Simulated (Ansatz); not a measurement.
Basis-set extrapolation for C₂H₇OSi (`[CH2][SiH](C)O`) radical (PBE0-D4/def2-TZVP geometry, frozen core, the Gaussian-basis code of Ansatz). Multiplicity 2, UHF reference.

```csv
,def2-TZVPP,def2-QZVPP
HF,-443.711731,-443.728583
MP2 correlation,-0.685769,-0.736229
CCSD(T) correlation,-0.756746,not run
```

Energies in hartree. Use E(X) = E(∞) + A·exp(−7.88·√X) for Hartree–Fock and E(X) = E(∞) + B·X^(−2.97) for correlation, with X = 3 and 4, and add CCSD(T) minus MP2 of the smaller set to the MP2 limit.

What is the CCSD(T) energy at the basis-set limit?

HF limit: -443.728583 + (-0.016852) × 0.13774 = -443.73090. MP2 limit: -0.736229 + (-0.050460) × 0.74074 = -0.77361. Higher-order term: -0.756746 − (-0.685769) = -0.07098. Total: -444.57549 hartree, 281.0 kJ/mol below CCSD(T)/def2-TZVPP.
